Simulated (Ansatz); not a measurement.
```xyz
2

H     0.0000    0.0000   -0.8944
F     0.0000    0.0000    0.0994
```

Basis set: cc-pVDZ (spherical functions). Frozen core: 1 orbital. Charge 0, multiplicity 1.

Computed with Ansatz (development build ahead of 0.2.0); each method stands on the lowest determinant of its kind that the runs found. Restricted open shells among the atoms or ions are ROHF, correlated in semicanonical orbitals with singles.

Problem. Give the atomization energy at this shape (free ground-state atoms in the same class of orbitals less the molecule, no zero-point energy) of singlet HF by RHF-MP2, RHF.

Solution.

| method | atomization energy |
| --- | --- |
| RHF-MP2 | 5.46 eV |
| RHF | 3.80 eV |
